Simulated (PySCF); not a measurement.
Species: 2-(methoxymethyl)pyridine, C₇H₉NO.
Structure used (PBE0-D3(BJ)/def2-SVP), in Å, numbered top down from 1:
```xyz
18
C7H9NO angstrom
C     -2.8369   -0.2230   -0.6259
O     -2.2529   -0.8403    0.4844
C     -1.3213   -0.0370    1.1446
C      0.0166    0.0511    0.4469
C      0.4489   -0.9700   -0.4055
C      1.7033   -0.8577   -0.9954
C      2.4812    0.2620   -0.7094
C      1.9586    1.2205    0.1577
N      0.7567    1.1257    0.7184
H     -2.0937    0.0443   -1.4015
H     -3.3784    0.6995   -0.3398
H     -3.5564   -0.9302   -1.0616
H     -1.1682   -0.4815    2.1430
H     -1.6928    0.9934    1.3034
H     -0.2032   -1.8264   -0.5878
H      2.0721   -1.6361   -1.6686
H      3.4721    0.3944   -1.1487
H      2.5416    2.1154    0.4054
```

Method used: TDDFT PBE0/def2-SVPD, vertical, gas phase, core orbitals frozen in the response (PySCF).

Ground-to-excited transition dipoles (e·a0, same axes as the geometry; the sign carries no meaning), for the states with f of 0.002 or more among the lowest 9:

```tsv
state	E (eV)	μx	μy	μz
S1	4.854	-0.048	0.091	-0.136
S3	5.473	0.590	0.312	-0.066
S5	6.129	0.248	-0.095	-0.104
S6	6.234	0.403	-0.244	-0.368
S7	7.062	-0.280	0.005	0.193
S8	7.134	-0.148	0.103	0.263
S9	7.146	0.557	0.747	0.184
```

Q: Work out the oscillator strengths.

A: f = (2/3) ΔE |μ|² with ΔE in hartree (27.2114 eV).

```
state  |μ|² (au)  |μ| (D)      f
   S1      0.029     0.43  0.003
   S3      0.450     1.71  0.060
   S5      0.082     0.73  0.012
   S6      0.357     1.52  0.055
   S7      0.116     0.86  0.020
   S8      0.102     0.81  0.018
   S9      0.903     2.42  0.158
```

Q: Which bond between heavy atoms lies closest to the direction of the S9 transition dipole?

A: C6–C7 and C4–N9, at 2° from it; next O2–C3 at 21°.

Q: What angle do the transition dipoles of S3 and S7 make?

A: |cos θ| = |μa·μb| / (|μa| |μb|) = 0.77, so θ ≈ 39° (taken between 0 and 90°, since the signs are arbitrary).

Q: How is the summed strength of these states shared among x, y and z?

A: (2/3) Σ ΔE μα² gives 0.153 for x, 0.124 for y and 0.050 for z, 0.327 in all.

The vertical ionisation energy (ΔSCF) is 9.11 eV, 1.96 eV above S9.

On an Arm Neoverse V1 with one thread, no GPU (shared host), this took 5.9 min wall.

One conformer stands for the species.
